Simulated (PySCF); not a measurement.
Compound: GeH₄.
Cartesian coordinates in Å at the PBE0-D3(BJ)/def2-TZVP level; atoms count from 1:
```xyz
5
GeH4 angstrom
Ge     0.0661    0.2138   -0.1641
H     -0.5721   -0.6622   -1.2499
H      0.6177   -0.6798    0.9546
H     -0.9913    1.1623    0.4160
H      1.2094    1.0348   -0.7745
```

The calculation used PySCF 2.14.0, PBE0-D3(BJ)/def2-TZVP geometry optimisation, gas phase.

Masses are those of the commonest isotopes; rigid-rotor values at the optimised geometry. 

(1) Give the principal moments of inertia and the rotational constants in MHz.

(2) What kind of rotor is it?

## Answers

(1) Ia = 6.32, Ib = 6.33, Ic = 6.33 u·Å²; 505379 MHz·u·Å²/I gives A = 79906, B = 79900, C = 79841 MHz.

(2) A spherical top, as the point group Td requires three equal moments; the computed ones differ by 0.08 % because the geometry is symmetric only within the optimiser's tolerance.

The point group Td allows no dipole (computed: 0.00 D), so a rigid rotor has no electric-dipole lines.

Task: Estimate the classical rotational partition function at 298.15 K and 500 K.

Result: Point group Td, symmetry number σ = 12; q = (√π/σ)·√((kT/h)³/(ABC)), k/h = 20836.6 MHz/K: 101 at 298.15 K, 220 at 500 K.

PBE0-D3(BJ)/def2-TZVP frequencies: not computed here. No vibrational averaging or centrifugal distortion is included, and the geometry carries the error of its method.
